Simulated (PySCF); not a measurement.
Compound: C6H5ClO.
Cartesian coordinates in Å at the PBE0-D3(BJ)/def2-SVP level; atoms count from 1:
```
atom  x, y, z in Å
O1     2.4216   -0.3681   -0.3624
C2     1.1009   -0.2215   -0.1966
C3     0.2295   -1.1733   -0.7355
C4    -1.1454   -1.0426   -0.5746
C5    -1.6812    0.0388    0.1263
C6    -0.8285    0.9968    0.6688
C7     0.5456    0.8611    0.5044
Cl8    1.6453    2.0396    1.1658
H9     2.8629    0.3779    0.0707
H10    0.6641   -2.0128   -1.2811
H11   -1.8080   -1.7974   -1.0039
H12   -2.7607    0.1397    0.2521
H13   -1.2159    1.8541    1.2217
```

Level: PBE0/pcSseg-1 and CAM-B3LYP/def2-SVPD in PySCF, non-relativistic, on one gas-phase PBE0-D3(BJ)/def2-SVP geometry that isn't relaxed in the solvent. The solvent is an IEF-PCM continuum (cavity from Bondi-type radii × 1.2). Only the electrostatic response of the medium enters.

Gas phase at PBE0/pcSseg-1: HOMO -6.78 eV, LUMO -0.61 eV, dipole 0.86 D.

**Question.** What does the continuum do to the energy, the frontier levels and the dipole at PBE0/pcSseg-1 in cyclohexane and water?

**Answer.** 
```json
{"solvent": "cyclohexane", "ε": "2.017", "E(solvent) − E(gas) (kcal/mol)": "-1.72", "polarisation term (kcal/mol)": "-1.78", "distortion of the solute (kcal/mol)": "0.06", "HOMO (eV)": "-6.76", "LUMO (eV)": "-0.58", "dipole (D)": "0.96"}
{"solvent": "water", "ε": "78.36", "E(solvent) − E(gas) (kcal/mol)": "-4.61", "polarisation term (kcal/mol)": "-5.04", "distortion of the solute (kcal/mol)": "0.43", "HOMO (eV)": "-6.78", "LUMO (eV)": "-0.59", "dipole (D)": "1.09"}
```

The polarisation term is half the interaction of the solute with the surface charges that it induces; the rest is the cost of distorting the solute's density. The sum is the electrostatic part of solvation alone. From cyclohexane to water the lowering changes by a factor 2.68, Onsager's factor (ε − 1)/(2ε + 1) by 2.43 and ε itself by 38.9.

**Question.** Give the dipole vector in the frame of the coordinates (D, pointing from negative to positive charge), gas and water.

**Answer.** Gas (-0.86, 0.03, 0.06), solvent (-1.08, 0.07, 0.10). Its length changes by +27 % and its direction by 2°.

**Question.** Which Mulliken charges (PBE0/pcSseg-1) respond most in cyclohexane (means over atoms taken as equivalent)?

**Answer.** 
```json
{"atoms": "H9", "environment": "phenol-type hydroxyl hydrogen", "gas (e)": "+0.243", "solvent (e)": "+0.252", "change": "+0.009"}
{"atoms": "O1", "environment": "phenol-type oxygen", "gas (e)": "-0.358", "solvent (e)": "-0.365", "change": "-0.007"}
{"atoms": "H11", "environment": "aromatic hydrogen", "gas (e)": "+0.103", "solvent (e)": "+0.109", "change": "+0.006"}
{"atoms": "H12", "environment": "aromatic hydrogen", "gas (e)": "+0.102", "solvent (e)": "+0.109", "change": "+0.007"}
{"atoms": "H13", "environment": "aromatic hydrogen", "gas (e)": "+0.105", "solvent (e)": "+0.111", "change": "+0.006"}
{"atoms": "C7", "environment": "aromatic C–Cl carbon", "gas (e)": "-0.303", "solvent (e)": "-0.308", "change": "-0.005"}
{"atoms": "C5", "environment": "aromatic CH carbon", "gas (e)": "-0.098", "solvent (e)": "-0.103", "change": "-0.005"}
{"atoms": "H10", "environment": "aromatic hydrogen", "gas (e)": "+0.114", "solvent (e)": "+0.118", "change": "+0.004"}
```

Gas phase at CAM-B3LYP/def2-SVPD: HOMO -8.01 eV, LUMO 0.38 eV, dipole 1.05 D.

**Question.** What does the continuum do to the energy, the frontier levels and the dipole at CAM-B3LYP/def2-SVPD in cyclohexane and water?

**Answer.** 
```tsv
solvent	ε	E(solvent) − E(gas) (kcal/mol)	polarisation term (kcal/mol)	distortion of the solute (kcal/mol)	HOMO (eV)	LUMO (eV)	dipole (D)
cyclohexane	2.017	-1.59	-1.65	0.06	-7.97	0.43	1.18
water	78.36	-4.26	-4.74	0.48	-7.98	0.45	1.35
```

**Question.** How does the static polarisability (CAM-B3LYP/def2-SVPD, frozen core, with the continuum's full static response) change?

**Answer.** 
| medium | isotropic (au) | principal values (au) | ⟨r²⟩ of the electrons (bohr²) |
| --- | --- | --- | --- |
| gas | 86.5 | 52.1, 94.3, 113.1 | 1067.9 |
| cyclohexane | 98.7 | 58.0, 108.4, 129.6 | 1067.5 |
| water | 122.3 | 73.7, 135.3, 157.8 | 1066.8 |

The isotropic value in water is 1.41 times the gas-phase one; no cavity-field correction is applied. ⟨r²⟩ is taken about the centre of nuclear charge.
